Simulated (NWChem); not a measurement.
CClF, singlet; SMILES F[C]Cl

Program: NWChem. Medium grid unless said otherwise, to which SCAN and Minnesota functionals are sensitive. Low-valent species are run as closed-shell singlets; no triplet was tried in these runs. Structure relaxed at the PBE0/def2-SVP level. Hybrids' shares of exact exchange are those that their runs print; pure functionals count as 0. The functionals differ in more than this share.

```
row                    share of exact exchange  orbital gap (eV)
---------------------  -----------------------  ----------------
PBE/def2-SVP                              0.00              2.50
RPBE/def2-SVP                             0.00              2.57
B3LYP/def2-SVP                            0.20              4.64
MN15/def2-SVP                             0.44          withheld
M06-2X/def2-SVP                           0.54              7.58
Hartree-Fock/def2-SVP                     1.00             13.26
```

Fit a straight line of the last column on the one before it, predict the withheld value, and compare with the run.


1. Means of the 5 shown rows: x = 0.348, y = 6.110. Slope Σ(x − x̄)(y − ȳ)/Σ(x − x̄)² = 7.650/0.7261 = 10.54; intercept 2.442.
2. The shown rows scatter about the line by 0.287 (root mean square); the largest residual is -0.55, at M06-2X/def2-SVP.
3. At x = 0.44 (MN15/def2-SVP; inside the shown range) the line gives 7.08.
4. The run gives 6.66, -0.42 from the line, 1.5 times the scatter.
